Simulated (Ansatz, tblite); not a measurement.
Cost and result up the ladder for cis-[IrF2(NH3)4]+ (IrN₄F₂H₁₂⁺) (19 atoms). Charge 1, multiplicity 1. Geometry: PBE0-D4/def2-SVP.

```xyz
19

Ir    0.1166   -0.2064   -0.1421
F    -0.2853   -0.9393   -1.9195
N     0.6581    0.4722    1.7666
H     1.4382   -0.1673    1.9787
H    -0.0306    0.3710    2.5145
H     1.0171    1.4256    1.8421
F     1.6080   -1.4031    0.3065
N    -1.4876    0.9970   -0.7549
H    -1.6795    0.5948   -1.6843
H    -1.3044    1.9935   -0.8863
H    -2.3522    0.9390   -0.2138
N    -1.0786   -1.7552    0.5497
H    -0.4165   -2.4417    0.9305
H    -1.4632   -2.1824   -0.3014
H    -1.8392   -1.6371    1.2209
N     1.5620    0.8989   -1.1393
H     1.6864    1.9073   -1.0351
H     1.4027    0.6949   -2.1331
H     2.4481    0.4383   -0.8996
```

Ansatz on 4 threads of Arm Neoverse V1 on a shared host; xTB runs through tblite on one thread. Times are rough, summed over both states, and most runs start from the orbitals of an earlier one. PBE0-D4/def2-TZVP serves as the yardstick here, not as an exact answer. The other state is a doublet.

In the def2 sets Ir takes a core potential; there is no spin–orbit coupling. The xTB rows come from tblite.

Raw xTB energies of ions are shifted by several eV.

```
                          level  functions  wall time  vertical IE (eV)  difference from PBE0-D4/def2-TZVP (eV)
                       GFN2-xTB         45    0.015 s             17.08                                    4.91
                       GFN1-xTB         57    0.021 s             18.45                                    6.28
 PBE-D4/def2-TZVP (with forces)        298       15 s             11.80                                   -0.38
            r2SCAN-D4/def2-TZVP        298       28 s             11.87                                   -0.30
PBE0-D4/def2-TZVP (with forces)        298       53 s             12.17                                    0.00
```
